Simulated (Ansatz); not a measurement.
A calculation with Ansatz (development build ahead of 0.2.0).

```yaml
crystal:
  periodic: [false, false, false]
  atoms:
    - { symbol: H, position_ang: [2.42491, -0.06526, 0.27283] }
    - { symbol: H, position_ang: [2.22131, -0.11881, -0.21454] }
    - { symbol: H, position_ang: [0.09886, 2.33438, 0.52841] }
    - { symbol: H, position_ang: [-0.08092, 2.08591, -0.3233] }
    - { symbol: H, position_ang: [-2.20415, -0.16206, 0.47151] }
    - { symbol: H, position_ang: [-2.07614, -0.0676, -0.34532] }
    - { symbol: H, position_ang: [0.05817, -2.18065, 0.54285] }
    - { symbol: H, position_ang: [0.06839, -2.10009, -0.46416] }
basis:
  gaussian: { orbitals: def2-SVP }
hamiltonian:
  xc: hf
output:
  forces: true
```

The input is written out in the form of the current development build from the run's settings.

The run gave:

- Converged: yes
- Total energy: -4.40958 hartree

Forces (eV/Å):
```tsv
atom	Fx	Fy	Fz
H1	6.974	1.837	16.634
H2	-6.930	-1.821	-16.633
H3	-0.776	-1.063	-3.712
H4	0.790	1.105	3.714
H5	0.368	0.311	-2.581
H6	-0.448	-0.291	2.581
H7	0.064	0.366	-5.003
H8	-0.042	-0.443	5.000
```

Caution: stretched shape with no unrestricted run beside it, a lower state can exist.
